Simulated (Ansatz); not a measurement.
Calculated with Ansatz (gas phase, PBE0-D4/def2-TZVP geometries, no zero-point term in ΔE). CCSD(T)/CBS is the MP2 limit (def2-TZVPP, def2-QZVPP) plus CCSD(T) − MP2 in def2-TZVPP, frozen cores. DFT in def2-TZVPP. One conformer a species, not always the lowest.

`FC([SiH3])B[SiH3]` → `B[Si](C)(F)[SiH3]`  (isomerisation)

`FC([SiH3])B[SiH3]`:

Cartesian coordinates in Å:
```
F -0.725 2.531 -0.371
C -0.078 1.308 -0.423
Si -1.389 -0.072 -0.927
B 0.273 0.600 0.859
Si 1.432 -1.053 0.840
H 0.619 1.305 -1.267
H -2.052 -0.664 0.264
H -0.713 -1.137 -1.704
H -2.391 0.651 -1.745
H -0.219 0.966 1.886
H 2.004 -1.359 -0.501
H 0.678 -2.250 1.305
H 2.562 -0.826 1.785
```

`B[Si](C)(F)[SiH3]`:

Z-matrix (Å, degrees):
```
Si
C 1 1.870
F 1 1.616 2 107.5
B 1 1.990 2 114.7 3 126.4
Si 1 2.364 2 109.7 3 -116.3
H 2 1.092 1 110.8 3 58.0
H 2 1.093 1 110.0 3 178.0
H 2 1.093 1 111.0 3 -62.3
H 4 1.195 1 123.6 2 -135.5
H 4 1.198 1 118.6 2 50.1
H 5 1.489 1 109.8 2 61.9
H 5 1.489 1 109.4 2 -57.2
H 5 1.488 1 111.9 2 -177.3
```

CCSD(T)/CBS gives -2.30 eV.

Another level gave -2.07 eV. Which?
A. r2SCAN-D4/def2-TZVPP
B. ωB97M-V/def2-TZVPP
C. CCSD(T)/def2-TZVPP
D. PBE-D4/def2-TZVPP

D. PBE-D4 -2.07, CCSD(T)/def2-TZVPP -2.25, ωB97M-V -2.15, r2SCAN-D4 -2.19 eV.

Largest T1 diagnostic among the species: 0.014.

From PBE to PBE0 (25 % exact exchange), in def2-TZVPP and without D4, ΔE moves by −0.10 eV. In def2-TZVPP, CCSD(T) changes the Hartree–Fock value by +0.22 eV (the triples alone add +0.05 eV) and MP2 by +0.16 eV.
